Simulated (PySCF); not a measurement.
Vertical excitations of a molecule C₂H₈BNO from TDDFT-ωB97X/def2-SVPD (PySCF), as energy in eV (oscillator strength): 7.31 (0.052), 8.46 (0.001), 8.64 (0.003), 8.70 (0.023), 8.88 (0.142), 9.19 (0.003), 9.31 (0.002), 9.39 (0.084), 9.51 (0.009), 9.80 (0.139). Lowest triplet (TDA): 7.19 eV. Coordinates come from a B3LYP-D3(BJ)/def2-SVP optimisation. Other conformers were not sampled.

Problem. Which molecule gave these data?
(A) CNB(C)O
(B) CN(C)BO
(C) COB(C)N
(D) CCB(N)O

Solution. C, COB(C)N
